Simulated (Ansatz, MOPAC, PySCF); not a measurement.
Complex: H2S (SMILES S) (first 3 atoms) with CH5N (SMILES CN); geometry from B3LYP-D3(BJ)/def2-TZVP, rigid monomers moved along the line of their centres of mass till H2···N5 is 2.38 Å.
(charge 0, multiplicity 1):
```xyz
10

S      0.2986     0.1311    -0.1314
H      0.5133     0.2579     1.2085
H      0.5767    -1.1820    -0.1245
C     -0.7276    -0.3820     3.9475
N      0.4781     0.3680     3.5881
H     -0.6160    -1.4157     3.6186
H     -1.5801     0.0369     3.4124
H     -0.9589    -0.3859     5.0191
H      1.2987    -0.0169     4.0401
H      0.4045     1.3368     3.8750
```

Monomers are frozen at their geometry in the pair; levels with a basis set take the counterpoise correction. Rows marked so take none.

Rows in 6-31G*, STO-3G carry no dispersion term and start afresh at each structure (6-31G* with six Cartesian d functions). The state that AM1 reach isn't checked.

Codes used: Ansatz (a quantum-chemistry and plane-wave program); MOPAC for AM1 (differences of heats of formation); PySCF for 6-31G* rows, STO-3G rows, the dispersion terms. Values without a source in brackets are computed.

One of these levels gives -4.29 kcal/mol for the interaction energy. Which?
A) HF/STO-3G (no counterpoise)
B) r2SCAN-D3(BJ)/def2-TZVPPD
C) B3LYP/6-31G* (no counterpoise)
D) AM1

B, r2SCAN-D3(BJ)/def2-TZVPPD. The others give -1.07 (AM1), -1.59 (HF/STO-3G (no counterpoise)), -4.83 (B3LYP/6-31G* (no counterpoise))
